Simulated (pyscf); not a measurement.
H₃C–C(CH₃)(CH₃)–O–Sn(OH)(OH)–OH (SMILES CC(C)(C)[O][Sn]([OH])([OH])[OH]), singlet

Gas-phase minimum from PySCF at ωB97X-D3(BJ)/def2-SVP, one conformer. 

SMILES: CC(C)(C)[O][Sn]([OH])([OH])[OH]
```xyz
21

C      1.1718     0.0047    -0.2828
C     -0.0825     0.0184     0.5946
C      0.0750     0.9808     1.7703
C     -0.4133    -1.3944     1.0858
O     -1.1784     0.5328    -0.1765
Sn    -2.0941    -0.5780    -1.4997
O     -0.8389    -1.8420    -2.3327
O     -2.8861     0.7035    -2.7563
O     -3.5538    -1.6940    -0.8106
H      1.3750     1.0188    -0.6605
H      1.0284    -0.6711    -1.1413
H      2.0511    -0.3396     0.2846
H     -0.8434     0.9897     2.3769
H      0.2518     2.0011     1.3975
H      0.9214     0.6864     2.4104
H     -0.4750    -2.0917     0.2323
H      0.3669    -1.7757     1.7626
H     -1.3755    -1.3978     1.6215
H     -1.2815    -2.6631    -2.5841
H     -2.4605     1.5680    -2.6866
H     -4.3945    -1.2193    -0.7929
```
Charge 0, spin multiplicity 1.

Bonded distances (Å): C1–C2 1.531, C1–H10 1.101, C1–H11 1.102, C1–H12 1.102, C2–C3 1.528, C2–C4 1.532, C2–O5 1.435, C3–H13 1.101, C3–H14 1.101, C3–H15 1.101, C4–H16 1.104, C4–H17 1.101, C4–H18 1.101, O5–Sn6 1.955 (the first ones only). Angles (°): C2–C1–H10 109.9, C2–C1–H11 110.2, C2–C1–H12 111.2, H10–C1–H11 108.8, H10–C1–H12 108.5, H11–C1–H12 108.3, C1–C2–C3 111.2, C1–C2–C4 110.6, C1–C2–O5 108.7, C3–C2–C4 110.9, C3–C2–O5 105.5, C4–C2–O5 109.7, C2–C3–H13 110.1, C2–C3–H14 109.9 (the first ones only).

Properties at ωB97X-D3(BJ)/def2-SVP:

```json
{
 "harmonic_wavenumbers_unscaled": "36, 69, 99, 117, 142, 154, 163, 179, 190, 212, 232, 250, 288, 293, 307, 353, 400, 475, 478, 633, 654, 664, 669, 802, 851, 862, 869, 931, 942, 962, 1001, 1048, 1055, 1241, 1283, 1295, 1402, 1404, 1419, 1455, 1467, 1470, 1488, 1493, 1505, 3056, 3062, 3070, 3149, 3161, 3166, 3166, 3172, 3173, 3887, 3889, 3895 cm⁻¹",
 "zero_point_energy": "104.6 kcal/mol",
 "rotational_symmetry_number": "1",
 "Entropy of this conformer at 298 K and 1 atm, rigid rotor and harmonic oscillator, modes under 100 cm⁻¹ raised to 100": "481.7 J/(mol K)",
 "dipole_moment": "0.82 D"
}
```

Single-point totals, which compare only within one level:

```json
[
 {"level": "ωB97X-D3(BJ)/def2-TZVP", "total energy (hartree)": "-675.34848"},
 {"level": "PBE/def2-TZVP", "total energy (hartree)": "-674.57802"},
 {"level": "r²SCAN/def2-TZVP", "total energy (hartree)": "-674.96182"},
 {"level": "B3LYP-D3(BJ)/def2-TZVP", "total energy (hartree)": "-675.23063"},
 {"level": "PBE0-D3(BJ)/def2-TZVP", "total energy (hartree)": "-674.62466"},
 {"level": "M06-2X/def2-TZVP", "total energy (hartree)": "-674.87606"},
 {"level": "ωB97M-D3(BJ)/def2-TZVP", "total energy (hartree)": "-675.26784"}
]
```

The lowest mode is so soft that the shape along it may change with the basis. Soft torsions are taken as harmonic, which can shift the entropy by several J/(mol K). Elements past Kr carry the def2 core potentials, without spin-orbit coupling.
